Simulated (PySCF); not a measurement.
These 2 structures share the formula C7H8O. Level of theory: PBE0-D3(BJ)/def2-SVP geometry optimisation, gas phase in PySCF. One conformer each; no zero-point energy, no entropy. No frequencies were run at this level. Point groups hold within 0.08 Å.

Question: Order them by energy at this level, lowest first, and give relative energies in kcal/mol.
A. `[CH3:1][c:2]1[cH:3][cH:4][c:5]([OH:6])[cH:7][cH:8]1` with C4–C5–O6–H 0°
B. `[cH:1]1[cH:2][c:3]([CH:4]2[CH2:5][CH2:6]2)[cH:7][o:8]1` with C2–C3–C4–C5 36°

Answer: A (0.0), B (36.4).

As drawn, the lower has an O–H bond, which the higher lacks; the higher has a three-membered ring, which the lower lacks.

```csv
SMILES,E (Eh),E rel (kcal/mol),dipole (D),point group,"A, B, C (MHz)"
Cc1ccc(O)cc1,-346.14802,0.0,1.34,–,"5512, 1460, 1163"
c1cc(C2CC2)co1,-346.09004,36.4,0.87,Cs,"6017, 1367, 1221"
```

Question: How do the relative energies change in single points at PBE0/pcSseg-1 (no added dispersion term) on the same geometries?

Answer: 
| SMILES | PBE0-D3(BJ)/def2-SVP (kcal/mol) | PBE0/pcSseg-1 (kcal/mol) | shift |
| --- | --- | --- | --- |
| Cc1ccc(O)cc1 | 0.0 | 0.0 | 0.0 |
| c1cc(C2CC2)co1 | 36.4 | 36.4 | 0.0 |

Each column counts from its own lowest isomer. The order is unchanged; the largest shift is 0.0 kcal/mol.
